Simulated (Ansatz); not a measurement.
`[OH][Ti]([OH])([OH])[OH]` + `FB(F)I` → `[OH][Ti]([OH])([OH])[I]` + `OB(F)F`  (redistribution)

Program: Ansatz. Geometries: PBE0-D4/def2-TZVP. ΔE: electronic, gas phase. CCSD(T)/CBS is the MP2 limit (def2-TZVPP, def2-QZVPP) plus CCSD(T) − MP2 in def2-TZVPP, frozen cores. This one scheme is used for every species. DFT in def2-TZVPP. B3LYP here is the variant with VWN-RPA as its local correlation; programs differ in this. HSE06 is defined as in plane-wave codes. def2 core potentials past Kr. For I, Ti outer-core shells are correlated without core-valence functions, which leaves a few kJ/mol of doubt a bond. Scalar relativity is left out up to krypton. Each species was taken in one conformer, which may not be the lowest.

```
          level  ΔE (kcal/mol)
       B3LYP-D4          -27.3
     r2SCANh-D4          -28.2
       HSE06-D4          -27.9
CCSD/def2-TZVPP          -27.1
```

**Question.** What does CCSD(T)/CBS give? (Best estimate.)

**Answer.** Computed: -27.8 kcal/mol. The listed levels differ from it by 0.5, -0.4, -0.1, 0.7 kcal/mol.

Largest T1 diagnostic among the species: 0.024, so the coupled-cluster value is less sure than usual.

From r2SCAN to r2SCAN0 (25 % exact exchange), in def2-TZVPP and without D4, ΔE moves by −1.5 kcal/mol. In def2-TZVPP, CCSD(T) changes the Hartree–Fock value by +2.7 kcal/mol (the triples alone add −0.9 kcal/mol) and MP2 by +1.0 kcal/mol.
